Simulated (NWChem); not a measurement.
System: TeI₂; SMILES I[Te]I

def2 effective core potentials on Te, I; no spin-orbit coupling.

Task: Give the equilibrium geometry at PBE-D3(BJ)/def2-SVP with def2 effective core potentials on Te, I (NWChem) as an XYZ file, with the point group.

Result: point group C2v; any orientation.
```
3

Te     0.0000     0.0000     1.1388
I      2.1456     0.0000    -0.5584
I     -2.1456     0.0000    -0.5584
```
